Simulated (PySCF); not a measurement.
C₂H₇NOSi₂, SMILES CC1=N[SiH2]O[SiH2]1. The structure is a stationary point at r2SCAN-D4/def2-SVP. The structure was generated by enumeration, and PubChem lists no compound with its InChIKey, so it may never have been made.

Method: r2SCAN-D4/def2-SVP (PySCF).

Harmonic wavenumbers (cm⁻¹): 116, 142, 193, 280, 345, 416, 457, 548, 617, 677, 693, 697, 701, 750, 793, 916, 950, 961, 991, 993, 1001, 1175, 1357, 1425, 1439, 1648, 2223, 2226, 2254, 2257, 3018, 3104, 3152. Rotational constants (GHz): 3.616, 2.225, 1.437; symmetry number 1.

Problem. Work out the zero-point energy and the ideal-gas rigid-rotor harmonic-oscillator thermochemistry at 298.15 K and 1 atm.

Solution. ZPE = ½ Σ hcν = ½ × 38516 cm⁻¹ = 230.37 kJ/mol. H − E(el) = 252.30 kJ/mol. Entropy in J/(mol K): translation 168.17, rotation 115.99, vibration 66.90, total 351.05. G − E(el) = 147.63 kJ/mol. Cp = 124.35 J/(mol K). Modes under 150 cm⁻¹ make the vibrational entropy uncertain.
